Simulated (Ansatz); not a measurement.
Basis-set extrapolation for `OC(O)(F)[SiH3]` (PBE0-D4/def2-TZVP geometry, frozen core, the Gaussian-basis code of Ansatz). Multiplicity 1, RHF reference.

|  | def2-TZVPP | def2-QZVPP |
| --- | --- | --- |
| HF | -579.007120 | -579.029177 |
| MP2 correlation | -1.019002 | -1.103316 |
| CCSD(T) correlation | -1.085768 | not run |

Energies in hartree. Use E(X) = E(∞) + A·exp(−7.88·√X) for Hartree–Fock and E(X) = E(∞) + B·X^(−2.97) for correlation, with X = 3 and 4, and add CCSD(T) minus MP2 of the smaller set to the MP2 limit.

Q: What is the CCSD(T) energy at the basis-set limit?

A: HF limit: -579.029177 + (-0.022057) × 0.13774 = -579.03222. MP2 limit: -1.103316 + (-0.084314) × 0.74074 = -1.16577. Higher-order term: -1.085768 − (-1.019002) = -0.06677. Total: -580.26476 hartree, 451.2 kJ/mol below CCSD(T)/def2-TZVPP.
